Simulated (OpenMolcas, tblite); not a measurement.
How methods differ on Si2H2OF2 (SMILES F[Si]1(F)O[SiH2]1)

Si2H2OF2 has 7 atoms, charge 0, and is taken as a singlet. As SMILES, `F[Si]1(F)O[SiH2]1`. The shape is that of a PBE0-D4/def2-TZVP optimisation.

Quantity: the vertical energy of the triplet above the singlet, in eV. The values are calculated.

```csv
level,kind,program,value (eV),less CCSD(T)/def2-SVP
IPEA1-xTB,semi-empirical,tblite,3.90,-0.38
HF/def2-SVP,Hartree–Fock,OpenMolcas,4.02,-0.26
SVWN5/def2-SVP,LDA,OpenMolcas,3.93,-0.35
BLYP/def2-SVP,GGA,OpenMolcas,3.88,-0.40
TPSS/def2-SVP,meta-GGA,OpenMolcas,3.88,-0.40
r2SCAN/def2-SVP,meta-GGA,OpenMolcas,3.83,-0.45
M06-2X/def2-SVP,hybrid meta-GGA,OpenMolcas,4.19,-0.09
"CCSD(T)/def2-SVP, open shells restricted",coupled cluster or CI,OpenMolcas,4.28,0.00
```

Differences are taken from CCSD(T)/def2-SVP, open shells restricted for orientation; it has basis-set and higher-order errors of its own. The values span 3.83 to 4.28 eV.
